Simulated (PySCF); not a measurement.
CH11NSi4, SMILES N[SiH2][SiH]1[SiH2]C[SiH2]1. Atoms are numbered in the order given.

```xyz
17

N      3.1747    -1.2275    -0.0452
Si     2.3377     0.2917     0.2021
Si     0.1063    -0.1813     0.7334
Si    -1.5573     1.4742     0.3819
C     -2.6956     0.1748    -0.4567
Si    -1.3068    -1.0460    -0.9691
H      4.1910    -1.1988    -0.1729
H      2.7633    -1.8871    -0.7115
H      3.0409     1.0062     1.3263
H      2.2904     1.2574    -0.9673
H     -0.0797    -0.9158     2.0385
H     -2.1670     2.2234     1.5398
H     -1.0711     2.4787    -0.6318
H     -3.3066    -0.3112     0.3350
H     -3.3786     0.5334    -1.2528
H     -1.6941    -2.5037    -0.9984
H     -0.7574    -0.6789    -2.3254
```

Geometry: PBE-D3(BJ)/def2-SVP. The structure was generated by enumeration, and PubChem lists no compound with its InChIKey, so it may never have been made. The values are those of a single conformer.

Level of theory: TDA-PBE/def2-SVPD run with PySCF 2.14.0.

Vertical excitations. The molecule is in vacuum.

| state | energy (eV) | λ (nm) | f | main pairs |
|---|---|---|---|---|
| S1 | 4.73 | 262 | 0.002 | HOMO→LUMO 96 % |
| S2 | 4.86 | 255 | 0.001 | HOMO→LUMO+1 91 % |
| S3 | 4.98 | 249 | 0.002 | HOMO→LUMO+2 97 % |
| S4 | 5.13 | 242 | 0.075 | HOMO−1→LUMO 65 %, HOMO−1→LUMO+2 17 % |
| S5 | 5.22 | 237 | 0.012 | HOMO−1→LUMO+1 85 % |
| S6 | 5.30 | 234 | 0.038 | HOMO−1→LUMO+2 55 %, HOMO−2→LUMO 26 %, HOMO−1→LUMO 11 % |
| T1 | 4.47 | 277 | 0 | HOMO−1→LUMO 92 % |
| T2 | 4.48 | 277 | 0 | HOMO→LUMO 90 % |
Triplets are in the Tamm–Dancoff approximation.
